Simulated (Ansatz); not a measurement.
Reaction (homolysis of the S–Si bond): `O[SiH2]S[Si](O)(O)O` → `O[SiH2][S]`• + `O[Si](O)O`•

Program: Ansatz. Geometries: PBE0-D4/def2-TZVP. ΔE: electronic, gas phase. CCSD(T)/CBS is the MP2 limit (def2-TZVPP, def2-QZVPP) plus CCSD(T) − MP2 in def2-TZVPP, frozen cores. DFT in def2-TZVPP. B3LYP here is the variant with VWN-RPA as its local correlation; programs differ in this. Open shells (•) are unrestricted, without spin–orbit coupling. One conformer a species, not always the lowest.

```
             level  ΔE (kJ/mol)  difference from CCSD(T)/CBS
         r2SCAN-D4        406.3                        -22.0
           PBE0-D4        415.7                        -12.6
          B3LYP-D4        404.0                        -24.3
           ωB97X-V        425.7                         -2.6
            B2PLYP        398.1                        -30.2
               PBE        388.5                        -39.8
             B3LYP        373.5                        -54.8
SCS-MP2/def2-QZVPP        429.3                          1.0
      HF/CBS(def2)        297.1                       -131.2
     MP2/CBS(def2)        446.8                         18.5
       CCSD(T)/CBS        428.3                            0
```

Largest T1 diagnostic among the species: 0.014.

From PBE to PBE0 (25 % exact exchange), in def2-TZVPP and without D4, ΔE moves by +10.5 kJ/mol. The D4 term adds +30.5 kJ/mol with B3LYP and +16.6 kJ/mol with PBE0; it sums over pairs of atoms, weighted by their polarisabilities, and B3LYP, whose exchange is more repulsive, gets the larger term. In def2-TZVPP, CCSD(T) changes the Hartree–Fock value by +116.5 kJ/mol (the triples alone add +12.7 kJ/mol) and MP2 by +135.0 kJ/mol; breaking electron pairs costs correlation energy, which Hartree–Fock lacks.
